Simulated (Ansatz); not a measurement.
Consider the formal exchange of groups at the Si–Cl bond: `F[SiH](F)S[SiH2]Cl` + ethylene → `C=C[SiH2]S[SiH](F)F` + HCl.

Gas-phase electronic energies from Ansatz, PBE0-D4/def2-TZVP geometries. CBS: MP2 limit from def2 TZ/QZ plus the TZ coupled-cluster correction, frozen cores. This one scheme is used for every species. Functionals use def2-TZVPP. B3LYP here is the variant with VWN-RPA as its local correlation; programs differ in this. Each species was taken in one conformer, which may not be the lowest.

`F[SiH](F)S[SiH2]Cl`:

Z-matrix (Å, degrees):
```
Si
F 1 1.584
S 1 2.106 2 111.2
F 1 1.584 2 105.8 3 -120.4
H 1 1.470 2 109.0 3 121.3
Si 3 2.140 1 98.7 2 -70.8
Cl 6 2.043 3 111.5 1 -91.4
H 6 1.476 3 106.0 1 151.0
H 6 1.477 3 110.1 1 29.0
```

`C=C`:

Cartesian coordinates in Å:
```
C -0.587 -0.238 0.191
C 0.587 0.238 -0.191
H -1.516 0.128 -0.232
H -0.668 -1.014 0.945
H 1.516 -0.129 0.232
H 0.668 1.014 -0.945
```

`C=C[SiH2]S[SiH](F)F`:

```xyz
13

C    -1.872   -0.791   -0.409
C    -1.382    0.129    0.419
Si    0.054   -0.232    1.524
S     1.763    1.004    1.042
Si    1.823    0.736   -1.038
F     1.517   -0.772   -1.431
F     0.731    1.610   -1.784
H    -2.710   -0.586   -1.069
H    -1.449   -1.790   -0.468
H    -1.828    1.121    0.429
H     0.415   -1.666    1.405
H    -0.207    0.123    2.941
H     3.146    1.114   -1.561
```

HCl:

```xyz
2

Cl   -0.480   -0.295   -0.302
H     0.480    0.295    0.302
```

```tsv
level	ΔE (kJ/mol)	difference from CCSD(T)/CBS
PBE-D4	82.4	-3.8
PBE0-D4	84.3	-1.9
B3LYP-D4	85.0	-1.2
ωB97X-V	86.7	0.5
ωB97M-V	87.3	1.1
PBE	87.4	1.2
r2SCAN	89.4	3.2
B3LYP	92.5	6.3
HF/def2-TZVPP	99.1	12.9
MP2/def2-TZVPP	84.7	-1.5
CCSD(T)/def2-TZVPP	82.2	-4.0
MP2/def2-QZVPP	87.1	0.9
SCS-MP2/def2-QZVPP	88.3	2.1
HF/CBS(def2)	99.6	13.4
MP2/CBS(def2)	88.7	2.5
CCSD/CBS(def2)	88.3	2.1
CCSD(T)/CBS	86.2	0
```

Largest T1 diagnostic among the species: 0.012.

In def2-TZVPP, CCSD(T) changes the Hartree–Fock value by −16.9 kJ/mol (the triples alone add −2.1 kJ/mol) and MP2 by −14.4 kJ/mol. The D4 term adds −7.5 kJ/mol with B3LYP and −4.7 kJ/mol with PBE0; it sums over pairs of atoms, weighted by their polarisabilities, and B3LYP, whose exchange is more repulsive, gets the larger term.
